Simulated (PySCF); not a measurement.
Isomers of C4H14Si3, one GFN2-xTB conformer each. Single-point energies are computed at PBE0/pcSseg-1 (PySCF, gas phase, no added dispersion term), electronic only.

| SMILES | GFN2-xTB relative energy (kcal/mol) |
| --- | --- |
| [SiH3]C([SiH3])([SiH3])C1CC1 | 0.0 |
| C[SiH2]C/C([SiH3])=C\[SiH3] | 2.5 |
| C/C=C\[SiH2][Si@H](C)[SiH3] | 18.0 |
| C[SiH2]C/C=C/[SiH2][SiH3] | 10.3 |
| C[Si@@H]1C[C@H](C[SiH3])[SiH2]1 | 8.6 |

Conformers: `[CH3:1][SiH2:2][CH2:3]/[C:4]([SiH3:5])=[CH:6]\[SiH3:7]` with C1–Si2–C3–C4 -50°, Si2–C3–C4–Si5 -74°; `[CH3:1]/[CH:2]=[CH:3]\[SiH2:4][Si@H:5]([CH3:6])[SiH3:7]` with C2–C3–Si4–Si5 -70°, C3–Si4–Si5–C6 99°; `[CH3:1][SiH2:2][CH2:3]/[CH:4]=[CH:5]/[SiH2:6][SiH3:7]` with C1–Si2–C3–C4 -57°, Si2–C3–C4–C5 104°, C4–C5–Si6–Si7 111°; `[CH3:1][Si@@H:2]1[CH2:3][C@H:4]([CH2:5][SiH3:6])[SiH2:7]1` with C3–C4–C5–Si6 174°, C1–Si2–C3–C4 -134°, Si2–C3–C4–C5 145°, C3–C4–Si7–Si2 -14°, C1–Si2–Si7–C4 123°.

Q: What does PBE0/pcSseg-1 give for the same structures?

A: 
```json
{"SMILES": "C[Si@@H]1C[C@H](C[SiH3])[SiH2]1", "PBE0/pcSseg-1 E (Eh)": "-1028.69250", "PBE0/pcSseg-1 (kcal/mol)": "0.0", "GFN2-xTB (kcal/mol)": "8.6", "point group": "C1"}
{"SMILES": "C/C=C\\[SiH2][Si@H](C)[SiH3]", "PBE0/pcSseg-1 E (Eh)": "-1028.68937", "PBE0/pcSseg-1 (kcal/mol)": "2.0", "GFN2-xTB (kcal/mol)": "18.0", "point group": "C1"}
{"SMILES": "C[SiH2]C/C=C/[SiH2][SiH3]", "PBE0/pcSseg-1 E (Eh)": "-1028.68742", "PBE0/pcSseg-1 (kcal/mol)": "3.2", "GFN2-xTB (kcal/mol)": "10.3", "point group": "C1"}
{"SMILES": "C[SiH2]C/C([SiH3])=C\\[SiH3]", "PBE0/pcSseg-1 E (Eh)": "-1028.67763", "PBE0/pcSseg-1 (kcal/mol)": "9.3", "GFN2-xTB (kcal/mol)": "2.5", "point group": "C1"}
{"SMILES": "[SiH3]C([SiH3])([SiH3])C1CC1", "PBE0/pcSseg-1 E (Eh)": "-1028.65931", "PBE0/pcSseg-1 (kcal/mol)": "20.8", "GFN2-xTB (kcal/mol)": "0.0", "point group": "near Cs"}
```

GFN2-xTB puts [SiH3]C([SiH3])([SiH3])C1CC1 lowest instead; measured from each level's own lowest isomer, the values differ by up to 20.8 kcal/mol ([SiH3]C([SiH3])([SiH3])C1CC1: 0.0 against 20.8). As drawn, the lowest has a four-membered ring and an Si–Si bond, which the highest lacks; the highest has a three-membered ring, which the lowest lacks. Neighbours under 2.5 kcal/mol apart (C[Si@@H]1C[C@H](C[SiH3])[SiH2]1 and C/C=C\[SiH2][Si@H](C)[SiH3]; C/C=C\[SiH2][Si@H](C)[SiH3] and C[SiH2]C/C=C/[SiH2][SiH3]) can change places with a better method, another conformer or zero-point energy.

Q: Which frontier levels, dipoles and rotational constants go with these structures?

A: 
| SMILES | HOMO (eV, PBE0/pcSseg-1) | LUMO (eV) | dipole (D) | A, B, C (MHz) |
| --- | --- | --- | --- | --- |
| C[Si@@H]1C[C@H](C[SiH3])[SiH2]1 | -7.41 | 0.01 | 1.26 | 3449, 658.8, 605.5 |
| C/C=C\[SiH2][Si@H](C)[SiH3] | -7.28 | -0.42 | 1.24 | 1533, 897.2, 824.0 |
| C[SiH2]C/C=C/[SiH2][SiH3] | -7.13 | -0.42 | 0.98 | 2193, 612.4, 503.0 |
| C[SiH2]C/C([SiH3])=C\[SiH3] | -7.33 | -0.89 | 0.30 | 1306, 1091, 704.1 |
| [SiH3]C([SiH3])([SiH3])C1CC1 | -7.64 | 0.27 | 0.89 | 1468, 1185, 1112 |
